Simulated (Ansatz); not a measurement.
Consider the cleavage of the B–Si bond: `CB[SiH2]S` + `CNC` → `CBN(C)C` + `[SiH3]S`.

Gas-phase electronic energies from Ansatz, PBE0-D4/def2-TZVP geometries. CCSD(T)/CBS adds triple-zeta CCSD(T) − MP2 to the extrapolated MP2 energy (def2 sets, frozen cores). DFT in def2-TZVPP. B3LYP here is the variant with VWN-RPA as its local correlation; programs differ in this. One conformer a species, not always the lowest.

Task: Is it downhill or uphill in electronic energy at CCSD(T)/CBS, and by how much? (Best estimate.)

Result: Ansatz gave: Downhill: ΔE = -168.2 kJ/mol.

Task: What do these levels give: revPBE-D4, r2SCAN-D4, B97M-V, PBE0-D4, B3LYP-D4, ωB97M-V, BLYP, r2SCAN, B3LYP, HF/def2-SVP, MP2/def2-SVP, MP2/def2-QZVPP? (Estimate.)

Result: Computed: revPBE-D4 -158.4, r2SCAN-D4 -164.8, B97M-V -160.7, PBE0-D4 -160.7, B3LYP-D4 -167.3, ωB97M-V -169.5, BLYP -164.8, r2SCAN -164.4, B3LYP -166.4, HF/def2-SVP -167.4, MP2/def2-SVP -189.5, MP2/def2-QZVPP -176.0 kJ/mol.

Largest T1 diagnostic among the species: 0.012.

At CCSD(T), def2-SVP lies −16.4 kJ/mol from the extrapolated value and def2-TZVPP −2.9 kJ/mol. From BLYP to BHLYP (50 % exact exchange), in def2-TZVPP and without D4, ΔE moves by −3.6 kJ/mol. Leaving LDA and LC-ωPBE aside and taking each functional with its dispersion term where it has one, the values, not all of them listed here, spread over 13.6 kJ/mol, from CAM-B3LYP-D4 to revPBE-D4. LDA lies −17.9 kJ/mol from PBE without D4.
